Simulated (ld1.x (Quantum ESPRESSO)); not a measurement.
## osmium, RRKJ: configuration errors across variants

- Element: osmium (Os)
- Generator: ld1.x (Quantum ESPRESSO) 7.5
- Type: norm-conserving RRKJ (Kleinman–Bylander form)
- Functional: PBE
- Relativity: fully relativistic
- Frozen core: [Kr] 4d10
- Valence charge: 30
- Reference configuration: 4f14 5s2 5p6 5d6 6s2 6p0
- Partial waves: 5p (bound): rc 1.95 bohr; 5d (bound): rc 1.70 bohr; 4f (bound): rc 0.55 bohr; 5s (bound): rc 1.50 bohr
- Local potential: the s channel
- Core correction: none

Open shells are filled in proportion to 2j + 1 (rel_dist='average').

Occupied shells without a wave of their own: 6s. They enter only through the test configuration that unscreens the potential.

All-electron excitation energies from the reference (eV): (1) 4f14 5s2 5p6 5d6 6s1 6p0 9.585; (2) 4f14 5s2 5p6 5d6 6s0 6p0 26.503; (3) 4f14 5s2 5p6 5d5 6s0 6p0 55.342; (4) 4f14 5s2 5p6 5d6 6s1 6p1 5.008; (5) 4f14 5s2 5p6 5d5 6s2 6p1 6.049; (6) 4f14 5s2 5p6 5d5 6s2 6p0 11.086; (7) 4f14 5s2 5p6 5d6.5 6s1.5 6p0 0.050.

For the base: The 6s level has no wave, so the channel is fitted at the deeper level alone: the likely source of the large errors.

Tests that are not counted but printed errors over 1 eV. “all radii scaled by about 1.14 (s 1.72, p 2.22, d 1.94, f 0.62 bohr)”: all (the test run did not reproduce the reference configuration, from which every error is measured).

3 further variants failed, have other tests or too few solved ones, and are left out.

The file “base” misses its own reference levels by 1.3 eV. The file “all radii scaled by about 0.84 (s 1.26, p 1.64, d 1.44, f 0.46 bohr)” misses its own reference levels by 0.3 eV. The file “all radii scaled by about 1.14 (s 1.72, p 2.22, d 1.94, f 0.62 bohr)” misses its own reference levels by 12.7 eV.

Errors AE − PS in meV (a dash: test not solved or not reliable):

| change | (1) | (2) | (3) | (4) | (5) | (6) | (7) | bound ghosts |
| --- | --- | --- | --- | --- | --- | --- | --- | --- |
| base | -1617 | -3918 | -5160 | -1160 | +336 | -45 | -621 | not determined |
| all radii scaled by about 0.84 (s 1.26, p 1.64, d 1.44, f 0.46 bohr) | -399 | -969 | -1289 | -190 | +206 | -11 | -151 | not determined |
| all radii scaled by about 1.14 (s 1.72, p 2.22, d 1.94, f 0.62 bohr) | – | – | – | – | – | – | – | not determined |

**Question.** Give the same row for: all radii scaled by about 1.06 (s 1.60, p 2.08, d 1.80, f 0.58 bohr).

**Answer.** -2807, -6768, -8909, -2186, +280, -194, -1049; bound ghosts: not determined.
